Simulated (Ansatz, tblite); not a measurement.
Forces on GaMe2(OMe) (C₃H₉GaO) at its r2SCAN-D4/def2-SVP geometry. Total charge 0; singlet.

The xTB rows come from tblite.

GFN1-xTB (tblite), largest force 0.95 eV/Å:

```xyz
14
positions Å, forces eV/Å
C    -0.846   -1.037    1.325   -0.100   -0.288    0.626
C    -1.268   -0.131   -2.111   -0.277    0.000   -0.632
C     1.939    1.069    0.735    0.736    0.326    0.501
Ga   -0.397   -0.142   -0.364    0.153    0.176   -0.166
O     1.085    0.877   -0.356   -0.173   -0.103   -0.053
H    -1.756   -1.648    1.234    0.191    0.078    0.162
H    -1.007   -0.295    2.125   -0.027   -0.258   -0.059
H    -0.020   -1.691    1.649   -0.256    0.060    0.052
H    -1.240   -1.135   -2.566   -0.052    0.247   -0.039
H    -0.753    0.572   -2.782   -0.263   -0.181   -0.053
H    -2.328    0.161   -2.031    0.199   -0.034   -0.155
H     1.617    0.535    1.654    0.061    0.104   -0.181
H     2.012    2.144    0.990   -0.028   -0.164   -0.037
H     2.963    0.722    0.497   -0.164    0.038    0.034
```

GFN2-xTB (tblite), largest force 1.17 eV/Å:

```
C -0.257 -0.528 1.014
C -0.493 -0.012 -1.052
C 0.642 0.249 0.526
Ga 0.692 0.536 -0.110
O -0.255 -0.217 0.105
H 0.250 0.144 0.090
H -0.009 -0.208 -0.116
H -0.221 0.087 -0.014
H -0.038 0.280 0.054
H -0.158 -0.165 0.098
H 0.265 -0.067 -0.078
H 0.024 0.125 -0.312
H -0.110 -0.278 -0.160
H -0.332 0.055 -0.044
```

PBE-D4/def2-TZVP (Ansatz), largest force 0.50 eV/Å:

```
C -0.065 -0.142 0.272
C -0.121 0.008 -0.307
C 0.262 0.030 0.423
Ga -0.210 -0.151 0.066
O 0.142 0.227 -0.371
H 0.065 0.046 -0.002
H 0.012 -0.047 -0.059
H -0.055 0.044 -0.025
H -0.003 0.077 0.040
H -0.046 -0.056 0.051
H 0.087 -0.021 0.006
H 0.014 0.025 -0.045
H -0.030 -0.039 -0.030
H -0.053 -0.001 -0.016
```
